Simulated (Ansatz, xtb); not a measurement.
**Relative energy of two isomers of C4HF5**

Structure a is `FC1=C[C@]1(F)C(F)(F)F`, a singlet and structure b is `FC(F)C#CC(F)(F)F`, a singlet. Both are isolated molecules in the gas phase, relaxed with r2SCAN-D4/def2-SVP.

Quicker runs give these differences E(b) − E(a): GFN2-xTB −15.9 kcal/mol; HF/STO-3G −16.8 kcal/mol (at GFN2-xTB geometries); r2SCAN-D4/def2-SVP//GFN2-xTB −7.9 kcal/mol.

Q: Estimate E(b) − E(a) at the level CCSD(T)/def2-SVP + ΔMP2/def2-TZVPP.

A: Calculated at CCSD(T)/def2-SVP + ΔMP2/def2-TZVPP: E(b) − E(a) = −15.8 kcal/mol, so structure b lies lower.

How the difference moves with the method:

```
                             level            geometry  E(b) − E(a) (kcal/mol)  departure from the last row (kcal/mol)  job, with rough time for the two
                          GFN2-xTB            GFN2-xTB                     −15.9                                    −0.1              optimisation, 0.16 s
                         HF/STO-3G            GFN2-xTB                     −16.8                                    −1.1              single point, 0.36 s
      r2SCAN-D4/def2-SVP//GFN2-xTB            GFN2-xTB                      −7.9                                    +7.9               single point, 3.1 s
                r2SCAN-D4/def2-SVP  r2SCAN-D4/def2-SVP                      −7.3                                    +8.5                optimisation, 25 s
                       HF/def2-SVP  r2SCAN-D4/def2-SVP                     −18.5                                    −2.7           part of the CCSD(T) run
                      MP2/def2-SVP  r2SCAN-D4/def2-SVP                     −14.8                                    +1.0           part of the CCSD(T) run
                  CCSD(T)/def2-SVP  r2SCAN-D4/def2-SVP                     −14.5                                    +1.3                      single point
CCSD(T)/def2-SVP + ΔMP2/def2-TZVPP  r2SCAN-D4/def2-SVP                     −15.8                                                        single point, 81 s
```

As drawn, b has 1 C≡C in place of 1 C=C, 1 C–C. Structure a has a 3-membered ring, b no ring.

None of the levels shown reverses the order. The largest departure from CCSD(T)/def2-SVP + ΔMP2/def2-TZVPP is that of r2SCAN-D4/def2-SVP, 8.5 kcal/mol. The last row adds to CCSD(T) the change of the MP2 difference between the two basis sets, here −1.3 kcal/mol.

With thermal terms from frequencies at re-optimised GFN2-xTB minima (ideal gas, soft modes damped towards free rotors, one conformer each, 298.15 K, 1 atm): the zero-point term adds 0.0 kcal/mol; ΔH is −15.4 and ΔG −17.1 kcal/mol.

The correlated steps freeze 9 core orbitals. Mirror images aren't counted in ΔG. Run with Ansatz 0.2.0, xtb 6.7.1; the last row on 4 threads of Arm Neoverse V1 on a shared host.
